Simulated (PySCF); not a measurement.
Species: C7H12O2Si.
Atom-mapped SMILES: `[CH3:1][Si:2]([CH3:3])([CH3:4])[O:5][c:6]1[cH:7][cH:8][o:9][cH:10]1` (hydrogens: H11, H12, H13 on C1; H14, H15, H16 on C3; H17, H18, H19 on C4; H20 on C7; H21 on C8; H22 on C10)

The same species was optimised twice, with GFN2-xTB and with PBE0-D3(BJ)/def2-SVP (PySCF), and the same property calculations (PySCF, gas phase) were run on both structures.

| coordinate | GFN2-xTB | PBE0-D3(BJ)/def2-SVP | change |
| --- | --- | --- | --- |
| Si2–O5 (Å) | 1.647 | 1.694 | +0.047 |
| Si2–C3 (Å) | 1.909 | 1.873 | -0.036 |
| Si2–C4 (Å) | 1.909 | 1.874 | -0.035 |
| C1–Si2 (Å) | 1.896 | 1.865 | -0.031 |
| C6–C7 (Å) | 1.422 | 1.437 | +0.015 |
| O9–C10 (Å) | 1.349 | 1.355 | +0.006 |
| C7–C8 (Å) | 1.359 | 1.364 | +0.005 |
| C6–C10 (Å) | 1.367 | 1.369 | +0.002 |
| C8–O9 (Å) | 1.339 | 1.341 | +0.002 |
| O5–C6 (Å) | 1.341 | 1.340 | -0.001 |
| C1–Si2–O5 (°) | 101.0 | 103.8 | +2.8 |
| Si2–O5–C6 (°) | 132.1 | 129.6 | -2.5 |
| C3–Si2–O5 (°) | 111.4 | 109.4 | -2.0 |
| C3–Si2–C4 (°) | 109.5 | 111.4 | +1.9 |
| C4–Si2–O5 (°) | 111.4 | 109.6 | -1.8 |
| C1–Si2–C4 (°) | 111.7 | 110.9 | -0.8 |
| C8–O9–C10 (°) | 107.3 | 107.9 | +0.6 |
| O5–C6–C10 (°) | 125.6 | 125.0 | -0.6 |
| C1–Si2–O5–C6 (°) | 180 | -178 | +2 |
| Si2–O5–C6–C7 (°) | 0 | -5 | -5 |

Rotational constants: A = 2291, B = 643.3, C = 600.5 MHz (GFN2-xTB) against A = 2356, B = 642.3, C = 602.7 MHz (PBE0-D3(BJ)/def2-SVP). Atoms that the bonding makes alike are paired by their places after alignment.

On the GFN2-xTB structure: HOMO (eV) -6.18 [PBE0/pcSseg-1]; LUMO (eV) 0.41 [PBE0/pcSseg-1]; dipole (D) 1.77 [PBE0/pcSseg-1]; GIAO shielding of C1/C3/C4 (mean) (ppm) 186.0 [PBE0/pcSseg-1]; GIAO shielding of Si2 (ppm) 333.7 [PBE0/pcSseg-1]; GIAO shielding of O5 (ppm) 249.0 [PBE0/pcSseg-1]; GIAO shielding of C6 (ppm) 35.2 [PBE0/pcSseg-1]; GIAO shielding of C7 (ppm) 77.1 [PBE0/pcSseg-1]; GIAO shielding of C8 (ppm) 41.7 [PBE0/pcSseg-1]; GIAO shielding of O9 (ppm) 59.9 [PBE0/pcSseg-1]; GIAO shielding of C10 (ppm) 53.2 [PBE0/pcSseg-1].

Problem. What do these properties become on the PBE0-D3(BJ)/def2-SVP structure?

Solution. 
| property | level | on GFN2-xTB | on PBE0-D3(BJ)/def2-SVP | change |
| --- | --- | --- | --- | --- |
| HOMO (eV) | PBE0/pcSseg-1 | -6.18 | -6.07 | +0.11 |
| LUMO (eV) | PBE0/pcSseg-1 | 0.41 | 0.47 | +0.06 |
| dipole (D) | PBE0/pcSseg-1 | 1.77 | 2.14 | +0.37 |
| energy, GFN2-xTB geometry as zero (kcal/mol) | PBE0/pcSseg-1 | 0.0 | -2.1 | -2.1 |
| GIAO shielding of C1/C3/C4 (mean) (ppm) | PBE0/pcSseg-1 | 186.0 | 184.5 | -1.5 |
| GIAO shielding of Si2 (ppm) | PBE0/pcSseg-1 | 333.7 | 325.9 | -7.8 |
| GIAO shielding of O5 (ppm) | PBE0/pcSseg-1 | 249.0 | 244.8 | -4.2 |
| GIAO shielding of C6 (ppm) | PBE0/pcSseg-1 | 35.2 | 33.7 | -1.5 |
| GIAO shielding of C7 (ppm) | PBE0/pcSseg-1 | 77.1 | 75.9 | -1.2 |
| GIAO shielding of C8 (ppm) | PBE0/pcSseg-1 | 41.7 | 40.2 | -1.5 |
| GIAO shielding of O9 (ppm) | PBE0/pcSseg-1 | 59.9 | 57.8 | -2.1 |
| GIAO shielding of C10 (ppm) | PBE0/pcSseg-1 | 53.2 | 52.4 | -0.8 |

The heavy atoms differ by 0.067 Å rms after alignment. Among bonds between heavy atoms Si2–O5 changes most (+0.047 Å). Changes are differences of the printed values. Neither structure is proved a minimum here.

Conformer computed: `[CH3:1][Si:2]([CH3:3])([CH3:4])[O:5][c:6]1[cH:7][cH:8][o:9][cH:10]1`: C1–Si2–O5–C6 -178°, Si2–O5–C6–C7 -5°.
